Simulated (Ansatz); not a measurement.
`[F][Al]1[CH]=[C]1[SiH3]` + `[NH2][Al]([OH])[F]` → `[NH2][Al]([F])[O][SiH3]` + `[F][Al]1[CH]=[CH]1`  (ligand exchange at the Si–C bond)

Computed with Ansatz on PBE0-D4/def2-TZVP structures; ΔE is electronic, products minus reactants. CBS: MP2 limit from def2 TZ/QZ plus the TZ coupled-cluster correction, frozen cores. DFT in def2-TZVPP. B3LYP here is the variant with VWN-RPA as its local correlation; programs differ in this. Each species was taken in one conformer, which may not be the lowest.

```tsv
level	ΔE (kJ/mol)
B3LYP-D4	-101.2
ωB97X-V	-101.6
r2SCANh	-100.1
SCS-MP2/def2-TZVPP	-105.6
```

(1) What does CCSD(T)/CBS give? (Estimate.)

Largest T1 diagnostic among the species: 0.014.

Results:

(1) Ansatz gave: -99.5 kJ/mol. The listed levels differ from it by -1.7, -2.1, -0.6, -6.1 kJ/mol.

In def2-TZVPP, CCSD(T) changes the Hartree–Fock value by +23.9 kJ/mol (the triples alone add +4.2 kJ/mol) and MP2 by +24.9 kJ/mol. From PBE to PBE0 (25 % exact exchange), in def2-TZVPP and without D4, ΔE moves by −7.5 kJ/mol. Leaving LDA and LC-ωPBE aside and taking each functional with its dispersion term where it has one, the values, not all of them listed here, spread over 28.6 kJ/mol, from BHLYP-D4 to revPBE-D4.
